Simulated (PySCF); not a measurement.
C2H3O3, SMILES COC(=O)[O], multiplicity 2.

Coordinates come from a r2SCAN-D4/def2-SVP optimisation. A frequency run showed that this geometry is not a minimum. The isomer is the one that the SMILES or the coordinates give; other isomers of the formula were not compared.

Level of theory: r2SCAN-D4/def2-SVP in PySCF.

Harmonic, unscaled wavenumbers; measured fundamentals usually lie a few per cent lower.

Question: Estimate the vibrational spectrum. (The exact figures need the calculation; the answer reports its results.)

Answer: 
```tsv
mode	ν (cm⁻¹)	IR (km/mol)	moving atoms (share of kinetic energy)
1	117i	0.1	H 93 %
2	143	2.0	O 68 %, C 17 %, H 16 %
3	281	4.7	O 47 %, C 34 %, H 19 %
4	523	27.1	O 73 %, C 23 %
5	632	1.7	O 73 %, C 20 %
6	747	30.9	C 80 %, O 20 %
7	922	11.5	O 59 %, C 32 %, H 10 %
8	1111	99.3	O 54 %, C 25 %, H 21 %
9	1167	0.0	H 78 %, C 18 %
10	1221	13.0	H 46 %, O 37 %, C 17 %
11	1315	52.6	C 64 %, O 32 %
12	1430	69.8	H 79 %, C 15 %
13	1466	8.7	H 97 %
14	1475	6.9	H 96 %
15	1616	483.9	C 60 %, O 32 %, H 8 %
16	3057	19.9	H 98 %
17	3177	8.0	H 90 %, C 10 %
18	3181	2.2	H 90 %, C 10 %
```
